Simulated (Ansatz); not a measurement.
Potential energy curve for SMILES [BeH2] (H2Be). The Be1–H3 bond (Be1 also carries H; H3 carries nothing else) is varied alone, starting from the PBE0/def2-TZVP optimised geometry.

Levels of theory: UCCSDT = CCSDT on UHF/def2-SVP, frozen core (Ansatz, a program for electronic structure); RCCSDT(Q) = Ansatz with CCSDT(Q) on RHF/def2-SVP, frozen core; RHF/def2-SVP (Ansatz); RCCSDT = Ansatz with CCSDT on RHF/def2-SVP, frozen core.

Energies are in mEh, each relative to the lowest point of its own curve near equilibrium.

| R / Å | UCCSDT | RCCSDT(Q) | RHF | RCCSDT |
|---|---|---|---|---|
| 0.99 | 58.6 | 58.6 | 61.1 | 58.6 |
| 1.07 | 29.8 | 29.8 | 31.5 | 29.8 |
| 1.14 | 14.2 | 14.2 | 15.2 | 14.2 |
| 1.21 | 5.1 | 5.1 | 5.6 | 5.1 |
| 1.25 | 2.1 | 2.2 | 2.4 | 2.1 |
| 1.30 | 0.3 | 0.3 | (withheld) | 0.3 |
| 1.34 | 0.0 | 0.0 | 0.0 | 0.0 |
| 1.37 | 0.4 | 0.4 | (withheld) | 0.4 |
| 1.44 | 2.9 | 2.9 | 2.9 | 2.9 |
| 1.50 | 6.4 | 6.4 | 6.6 | 6.4 |
| 1.55 | 10.1 | 10.1 | 10.5 | 10.1 |
| 1.65 | 18.9 | 18.8 | 20.0 | 18.9 |
| 1.78 | 31.9 | 31.9 | 34.4 | 31.9 |
| 1.98 | 53.0 | 53.0 | 58.5 | 53.0 |
| 2.18 | 73.0 | 73.0 | 82.6 | 73.0 |
| 2.42 | 93.9 | 93.8 | 110.1 | 93.9 |
| 2.69 | 112.3 | 112.2 | (withheld) | 112.3 |
| 2.96 | — | — | (withheld) | — |
| 3.24 | — | — | 185.2 | — |
| 3.67 | — | — | (withheld) | — |
| 4.07 | — | — | 235.3 | — |
| 4.72 | — | — | (withheld) | — |

Q: Fill in the missing entries.

A: 
- 1.30, RHF: 0.4
- 1.37, RHF: 0.3
- 2.69, RHF: 138.0
- 2.96, RHF: 162.8
- 3.67, RHF: 213.9
- 4.72, RHF: 261.5

Dashes: no converged value, or the column stops at the first point that the program doubted or that broke a chosen test of continuity, which isn't proof of a fault.

The unrestricted determinant behind UCCSDT is spin-contaminated at 2.18 to 4.72 Å (<S²> up to 1.0, against 0.00 for a pure singlet). The T1 diagnostic of CCSD on the restricted reference of RCCSDT(Q), RCCSDT exceeds 0.045 at 2.69 to 4.72 Å. The restricted form behind RHF keeps the bonding electrons paired and can't separate into open-shell fragments.
